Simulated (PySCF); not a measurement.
F2Ge, singlet, geometry from GFN2-xTB of the parent state; R2SCAN/cc-pVDZ in PySCF.

PySCF was given this input:
```python
from pyscf import gto, scf, dft

mol = gto.M(
    atom='''
Ge    0.009689   -0.006771    0.301893
F     0.795187    1.454606   -0.530416
F    -0.829637   -1.430529   -0.542983
''',
    basis='cc-pvdz',
    charge=0,
    spin=0,
    verbose=4,
)

mf = dft.RKS(mol)
mf.xc = 'r2scan'
mf.kernel()
```

Output, abridged:

```
PySCF version 2.14.0

[INPUT] verbose = 4
[INPUT] num. atoms = 3
[INPUT] num. electrons = 50
[INPUT] charge = 0
[INPUT] spin (= nelec alpha-beta = 2S) = 0
[INPUT] symmetry False subgroup None
[INPUT] Mole.unit = angstrom
[INPUT] Symbol           X                Y                Z      unit          X                Y                Z       unit  Magmom
[INPUT]  1 Ge     0.009689000000  -0.006771000000   0.301893000000 AA    0.018309556421  -0.012795335589   0.570495088923 Bohr   0.0
[INPUT]  2 F      0.795187000000   1.454606000000  -0.530416000000 AA    1.502685647815   2.748806959149  -1.002340972087 Bohr   0.0
[INPUT]  3 F     -0.829637000000  -1.430529000000  -0.542983000000 AA   -1.567786712806  -2.703308023248  -1.026089160295 Bohr   0.0

nuclear repulsion = 177.157177444984
number of shells = 16
number of NR pGTOs = 129
number of NR cGTOs = 55
basis = cc-pvdz
ecp = {}

******** <class 'pyscf.dft.rks.RKS'> ********
method = RKS
initial guess = minao
damping factor = 0
level_shift factor = 0
DIIS = <class 'pyscf.scf.diis.CDIIS'>
diis_start_cycle = 1
diis_space = 8
diis_damp = 0
SCF conv_tol = 1e-09
SCF conv_tol_grad = None
SCF max_cycles = 50
direct_scf = True
direct_scf_tol = 1e-13
XC library pyscf.dft.libxc version 7.1.2
    S. Lehtola, C. Steigemann, M. J. T. Oliveira, and M. A. L. Marques,  SoftwareX 7, 1–5 (2018)
XC functionals = r2scan
    J. W. Furness, A. D. Kaplan, J. Ning, J. P. Perdew, and J. Sun,  J. Phys. Chem. Lett. 11, 8208–8215 (2020)
    J. W. Furness, A. D. Kaplan, J. Ning, J. P. Perdew, and J. Sun,  J. Phys. Chem. Lett. 11, 9248–9248 (2020)
    J. W. Furness, A. D. Kaplan, J. Ning, J. P. Perdew, and J. Sun,  J. Phys. Chem. Lett. 11, 8208–8215 (2020)
    J. W. Furness, A. D. Kaplan, J. Ning, J. P. Perdew, and J. Sun,  J. Phys. Chem. Lett. 11, 9248–9248 (2020)
radial grids:
    Treutler-Ahlrichs [JCP 102, 346 (1995); DOI:10.1063/1.469408] (M4) radial grids

becke partition: Becke, JCP 88, 2547 (1988); DOI:10.1063/1.454033
pruning grids: <function nwchem_prune>
grids dens level: 3
symmetrized grids: False
atomic radii adjust function: <function treutler_atomic_radii_adjust>
small_rho_cutoff = 0
Set gradient conv threshold to 3.16228e-05
Initial guess from minao.
tot grids = 49168
init E= -2275.94581178456
  HOMO = -0.303231066444103  LUMO = -0.116044723522273  gap/eV = 5.09360
cycle= 1 E= -2276.41776345269  delta_E= -0.472  |g|=    1  |ddm|= 1.35
  HOMO = -0.131890505584896  LUMO = -0.0789085090974631  gap/eV = 1.44171
cycle= 2 E= -2274.25044637546  delta_E= 2.17  |g|=  3.3  |ddm|= 2.49
  HOMO = -0.266906818801313  LUMO = -0.118438005241927  gap/eV = 4.04004
cycle= 3 E= -2276.61572348307  delta_E= -2.37  |g|= 0.0799  |ddm|= 2.02
  HOMO = -0.275402846384929  LUMO = -0.133323962871918  gap/eV = 3.86616
cycle= 4 E= -2276.61785528407  delta_E= -0.00213  |g|= 0.0595  |ddm|= 0.197
  HOMO = -0.273523985052242  LUMO = -0.130779573468524  gap/eV = 3.88427
cycle= 5 E= -2276.61889774474  delta_E= -0.00104  |g|= 0.0098  |ddm|= 0.0619
  HOMO = -0.2733413155951  LUMO = -0.129991245696198  gap/eV = 3.90075
cycle= 6 E= -2276.61892034179  delta_E= -2.26e-05  |g|= 0.00219  |ddm|= 0.00857
  HOMO = -0.273493774393064  LUMO = -0.130038326447829  gap/eV = 3.90362
cycle= 7 E= -2276.61892126478  delta_E= -9.23e-07  |g|= 0.000307  |ddm|= 0.00118
  HOMO = -0.273478118161294  LUMO = -0.130015787022575  gap/eV = 3.90381
cycle= 8 E= -2276.61892129074  delta_E= -2.6e-08  |g|= 7.18e-05  |ddm|= 0.000329
  HOMO = -0.27347823145502  LUMO = -0.130015976367883  gap/eV = 3.90381
cycle= 9 E= -2276.61892129075  delta_E= -6.82e-12  |g|= 7.14e-05  |ddm|= 8.68e-05
  HOMO = -0.273478223930106  LUMO = -0.130016079033017  gap/eV = 3.90380
cycle= 10 E= -2276.61892129175  delta_E= -1e-09  |g|= 4.19e-06  |ddm|= 4.5e-05
  HOMO = -0.273477664647801  LUMO = -0.130015649242583  gap/eV = 3.90380
cycle= 11 E= -2276.61892129176  delta_E= -1.05e-11  |g|= 3.37e-07  |ddm|= 2.48e-06
  HOMO = -0.273477647092629  LUMO = -0.130015678462506  gap/eV = 3.90380
Extra cycle  E= -2276.61892129175  delta_E= 1.27e-11  |g|= 8.26e-07  |ddm|= 8.23e-07
converged SCF energy = -2276.61892129175
```
